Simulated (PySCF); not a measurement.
# LiCd⁻: energy against distance

Set-up: PySCF, scalar-relativistic core potentials, basis sets Li def2-SVPD, Cd def2-SVPD with ECP28. Energies in eV from Li⁻ + Cd in their ground configurations at the same level. State: ¹Σ⁺ (singlet), closed shell.

```
R (Å)  RHF-CCSD     PBE0    HSE06   M06-2X
3.122            -0.1963  -0.2424  -0.1473
3.267   -0.0125  -0.2183  -0.2613  -0.1799
3.412   -0.0338  -0.2302  -0.2701  -0.2006
3.521   -0.0451  -0.2344  -0.2721  -0.2104
3.630   -0.0535  -0.2356  -0.2712  -0.2162
3.739   -0.0595  -0.2344  -0.2681  -0.2191
3.884   -0.0648  -0.2302  -0.2614  -0.2191
4.066   -0.0682  -0.2220  -0.2504  -0.2151
4.283   -0.0693  -0.2094  -0.2349  -0.2064
4.574            -0.1904  -0.2127  -0.1913
```

Task: Put a parabola through the three lowest points of the PBE0 curve and estimate Re, k and ωe (reduced mass 6.609 u; 1 eV/Å² = 0.16022 mdyn/Å; ωe = 1302.8·√(k/μ) cm⁻¹).

Result: Through R = 3.521, 3.63, 3.739 Å the second-order coefficient is 0.101 eV/Å², so Re ≈ 3.630 Å, k ≈ 0.0324 mdyn/Å and ωe ≈ 91 cm⁻¹. A polynomial fit of higher order to the unrounded PBE0 energies gives Re = 3.626 Å, k = 0.0312 mdyn/Å, ωe = 89.6 cm⁻¹; anharmonicity and rounding make the difference.

The higher-order fit for each curve: PBE0: Re = 3.626 Å, ωe = 89.6 cm⁻¹, De = 0.236 eV; HSE06: Re = 3.537 Å, ωe = 98.3 cm⁻¹, De = 0.272 eV; M06-2X: Re = 3.813 Å, ωe = 83.8 cm⁻¹, De = 0.220 eV. RHF-CCSD gives no reliable minimum on this grid.

Correlated steps freeze no core orbitals. Closed-shell solutions of metal pairs were not tested for spin polarisation, which can lower them a little. The bond is weak. Basis-set superposition, not corrected here, can be much of De in a small basis, most of all at correlated wavefunction levels. For an ion De counts to the pair picked by the measured ionisation energies or electron affinities, which need not be the lowest pair at this level. The highest Kohn–Sham level is positive in this anion. Much of that is self-interaction error, but it also means that the finite basis helps to hold the extra electron.
